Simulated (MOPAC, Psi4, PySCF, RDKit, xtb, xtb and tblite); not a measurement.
Two geometries of SMILES O=CCCc1ccco1 (C7H8O2), relaxed at GFN2-xTB with one dihedral held; other torsions can differ between them too.

Structure A

```
17

O     -1.9590     1.4185     0.2143
C     -2.3008     0.4812    -0.4477
C     -1.7057    -0.8943    -0.3950
C     -0.5652    -1.0032     0.6228
C      0.0043    -2.3788     0.6517
C      1.1782    -2.8855     0.1788
C      1.1598    -4.2730     0.4690
C     -0.0243    -4.5058     1.0924
O     -0.7315    -3.3677     1.2070
H     -3.1251     0.5701    -1.1850
H     -1.3532    -1.1493    -1.3986
H     -2.5045    -1.5991    -0.1486
H     -0.9524    -0.7416     1.6099
H      0.2210    -0.2933     0.3658
H      1.9606    -2.3410    -0.3088
H      1.9228    -4.9891     0.2431
H     -0.4651    -5.3986     1.4890
```

Structure B

```
17

O     -3.8050     0.2549    -0.0965
C     -2.6173     0.2626    -0.2473
C     -1.7459    -0.9604    -0.3207
C     -0.5426    -0.8375     0.6318
C     -0.9635    -0.3252     1.9688
C     -1.3875    -0.9647     3.0954
C     -1.6992     0.0493     4.0349
C     -1.4437     1.2271     3.4086
O     -0.9980     1.0122     2.1584
H     -2.0571     1.2127    -0.3492
H     -1.3909    -1.0663    -1.3484
H     -2.3468    -1.8350    -0.0652
H      0.1830    -0.1379     0.2106
H     -0.0673    -1.8117     0.7429
H     -1.4659    -2.0226     3.2408
H     -2.0623    -0.0865     5.0327
H     -1.5319     2.2461     3.7284
```

**Question.** Which is lower in energy at the level Psi4 with B3LYP-D3(BJ)/def2-SVP // GFN2-xTB, and by how much?

**Answer.** A is lower, by 2.97 kcal/mol (dihedral C2–C3–C4–C5: 180° in A, 45° in B).

E(B) − E(A) in kcal/mol at the other levels, on the same two geometries: GFN2-xTB (xtb and tblite) 0.46; MMFF94 // GFN2-xTB (RDKit) 2.70; B3LYP/def2-SVP // GFN2-xTB (Psi4) 3.84; PBE/def2-SVP // GFN2-xTB (Psi4) 3.79; PBE-D3(BJ)/def2-SVP // GFN2-xTB (Psi4) 3.24; UFF // GFN2-xTB (RDKit) 1.42; PM6, restricted, heats of formation // GFN2-xTB (MOPAC) 1.00; AM1, restricted, heats of formation // GFN2-xTB (MOPAC) 1.93; GFN1-xTB // GFN2-xTB (xtb) 0.99; restricted B3LYP/6-31G*, spherical d, density fitting // GFN2-xTB (PySCF) 3.56; restricted MP2 (frozen core)/6-31G*, spherical d // GFN2-xTB (PySCF) 2.39; restricted M06-2X/6-31G*, spherical d, density fitting // GFN2-xTB (PySCF) 2.95.
